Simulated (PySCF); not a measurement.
SMILES c1c2c(sc1)ccs2 (C₆H₄S₂), singlet at its GFN2-xTB optimised geometry (Å):

```
12

C      1.9904    -1.0840     0.0000
C      0.7536    -1.6416     0.0000
C     -0.2482    -0.6487     0.0000
S     -1.9758    -0.6487     0.0000
C     -1.9904     1.0840     0.0000
C     -0.7536     1.6416     0.0000
C      0.2482     0.6487     0.0000
S      1.9758     0.6487     0.0000
H      2.9376    -1.5859     0.0000
H      0.5634    -2.6987     0.0000
H     -2.9376     1.5859     0.0000
H     -0.5634     2.6987     0.0000
```

Level of theory: B3LYP/def2-TZVP (PySCF). Cells within 0.4 Å of a nucleus heavier than hydrogen are left out (blank, or x).

Map of the log10 of the electron density (e/bohr³), floored at −4 on the plane z = 0.0 Å:

```
|0000000000000000000000000000000|
|0000000000000000000000000000000|
|0000000000000110000000000000000|
|0000000000112222100000000000000|
|0000000001234443210000000000000|
|0000000112345665421000000000000|
|0000122223467886532111110000000|
|0001234444578997542222222100000|
|0012456666678997643344443210000|
|0023567877789x98655556654321000|
|002457999899xx98766677765432000|
|002457999x99xx99887888886542100|
|00235688xxx98999x9889x987642100|
|001245789998789xx999xxx87642100|
|0002356789877799x9889x987542100|
|0002356889987899987899886532000|
|001245789x9889x9977789876532000|
|00124678xxx999xx987899987542100|
|001246789x9889x99989xxx88653200|
|00124568888878899xx99x999754200|
|00023456777666789xx998999754200|
|00012345665555689x9877787653200|
|0000123444433467998766666542100|
|0000012222222457998754444321000|
|0000000111112356887643222210000|
|0000000000001245665432110000000|
|0000000000000123444321000000000|
|0000000000000012222110000000000|
|0000000000000000110000000000000|
|0000000000000000000000000000000|
|0000000000000000000000000000000|
```
Scale: ten equal steps from -4.00 (start of '0') to -0.395 (end of '9'), in the order '0123456789'; x runs from -5.00 to 5.00, y from -5.00 (bottom) to 5.00 (top).
